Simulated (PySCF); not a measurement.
Dissociation curve of OH (cation, charge +1), triplet. Each curve is given relative to its own lowest point near equilibrium.

```json
[
 {"R / Å": "0.78", "A": "192.8", "B": "196.5", "C": "193.2", "D": "199.8"},
 {"R / Å": "0.82", "A": "121.3", "B": "124.4", "C": "121.8", "D": "127.1"},
 {"R / Å": "0.88", "A": "52.3", "B": "54.5", "C": "52.8", "D": "56.2"},
 {"R / Å": "0.94", "A": "15.8", "B": "17.1", "C": "16.2", "D": "18.1"},
 {"R / Å": "0.96", "A": "8.9", "B": "9.9", "C": "9.3", "D": "10.7"},
 {"R / Å": "1.00", "A": "1.2", "B": "1.7", "C": "1.4", "D": "2.0"},
 {"R / Å": "1.04", "A": "0.0", "B": "0.0", "C": "0.0", "D": "0.0"},
 {"R / Å": "1.05", "A": "0.5", "B": "0.4", "C": "0.5", "D": "0.3"},
 {"R / Å": "1.10", "A": "7.1", "B": "6.4", "C": "6.7", "D": "6.0"},
 {"R / Å": "1.14", "A": "16.1", "B": "15.0", "C": "15.4", "D": "14.4"},
 {"R / Å": "1.20", "A": "33.9", "B": "32.2", "C": "32.6", "D": "31.5"},
 {"R / Å": "1.28", "A": "62.5", "B": "60.1", "C": "60.3", "D": "59.4"},
 {"R / Å": "1.39", "A": "105.5", "B": "102.4", "C": "102.1", "D": "102.0"},
 {"R / Å": "1.55", "A": "167.4", "B": "163.4", "C": "162.3", "D": "164.1"},
 {"R / Å": "1.73", "A": "230.2", "B": "224.9", "C": "223.2", "D": "227.5"},
 {"R / Å": "1.86", "A": "269.6", "B": "263.2", "C": "261.4", "D": "267.3"},
 {"R / Å": "2.07", "A": "323.0", "B": "314.0", "C": "312.6", "D": "321.0"},
 {"R / Å": "2.30", "A": "368.5", "B": "355.8", "C": "353.6", "D": "366.3"},
 {"R / Å": "2.54", "A": "404.3", "B": "387.1", "C": "381.2", "D": "401.5"},
 {"R / Å": "2.83", "A": "434.8", "B": "412.3", "C": "399.1", "D": "431.7"},
 {"R / Å": "3.10", "A": "453.9", "B": "426.9", "C": "407.0", "D": "450.9"},
 {"R / Å": "3.61", "A": "472.9", "B": "440.0", "C": "412.3", "D": "472.3"},
 {"R / Å": "4.15", "A": "479.1", "B": "443.2", "C": "413.7", "D": "482.7"}
]
```

Energies in kJ/mol.

Question: Assign the columns to these levels of theory: PySCF 2.14.0 with CASSCF(6,5)/cc-pVTZ; PySCF 2.14.0 with restricted open-shell PBE0/cc-pVTZ; PySCF with restricted open-shell wB97X-V/cc-pVTZ; CCSD on UHF/cc-pVTZ, 1 core orbital frozen (PySCF).

Answer: A is UCCSD; B is ROKS-PBE0; C is CASSCF(6,5); D is ROKS-wB97X-V.

At the longest distance ROKS-wB97X-V, ROKS-PBE0 leaves fractional charges on the fragments, a sign of delocalisation error or of the restricted form. The unrestricted determinant behind UCCSD is spin-contaminated at 1.55 to 4.15 Å (<S²> up to 3.0, against 2.00 for a pure triplet).
